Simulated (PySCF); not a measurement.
Computed shifts of a molecule C3H6F2Si, HF/pcSseg-1 (PySCF), GIAO, gas phase, atoms alike by connectivity averaged where their shifts nearly agree, in ppm (number of nuclei): ¹⁹F: -81.4 (1), -257.0 (1). ¹³C: 170.3 (1), 106.9 (1), 70.0 (1). ²⁹Si: -47.4 (1). ¹H: 7.25 (1), 5.13 (1), 4.92 (2), 4.51 (2). References: ¹⁹F against CFCl3 (σ = 238.5 ppm); ¹³C against TMS (σ = 192.6 ppm); ²⁹Si against TMS (σ = 393.8 ppm); ¹H against TMS (σ = 31.99 ppm), references at their B3LYP-D3(BJ)/def2-TZVP geometries, non-relativistic. The structure is a stationary point at ωB97X-D3(BJ)/def2-SVP. One conformer was computed; it need not be the lowest.

Question: Which structure fits?
A) F[C@@H]1CC[Si@H]1F
B) F/C=C\[SiH2]CF
C) FC(F)/C=C/[SiH3]
D) C/C(F)=C/[SiH2]F

Answer: B, F/C=C\[SiH2]CF
